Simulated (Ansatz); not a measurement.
Species: sum formula H5SiN2O, charge 0, multiplicity 2. It need not be the lowest isomer of its formula. 
Geometry from a B3LYP-D3(BJ)/def2-TZVP (Ansatz, a quantum-chemistry and plane-wave program) optimisation:
```xyz
9

Si     0.0954    -0.2362    -0.2920
O      1.5414     0.1984     0.4137
N     -0.9024     0.9846    -0.9698
N     -0.7773    -0.8501     1.0520
H      2.2802     0.3338    -0.1849
H     -1.3505     1.6830    -0.3924
H     -0.8036     1.2814    -1.9260
H     -0.2994    -1.3769     1.7663
H     -1.7348    -1.1426     0.9406
```
Charge 0, spin multiplicity 2.

Atomisation energy built up term by term with Ansatz (kcal/mol; UHF references for open shells; valence terms freeze the core; atomic spin-orbit terms are left out). CBS marks a two-point X^-3 extrapolation of the correlation energy; Hartree-Fock from the larger set.

```tsv
term	basis	kcal/mol
Hartree-Fock	cc-pV(Q+d)Z	[?]
CCSD correlation	CBS(cc-pV(T+d)Z,cc-pV(Q+d)Z)	[?]
(T)	CBS(cc-pV(T+d)Z,cc-pV(Q+d)Z)	14.59
core correlation	cc-pwCVTZ	1.72
scalar relativity (X2C)	cc-pVTZ-DK against cc-pVTZ	-1.59
sum: De		[?]
```

Fill in the missing entries.


- Hartree-Fock, kcal/mol: 512.80
- CCSD correlation, kcal/mol: 236.29
- sum: De, kcal/mol: 763.8
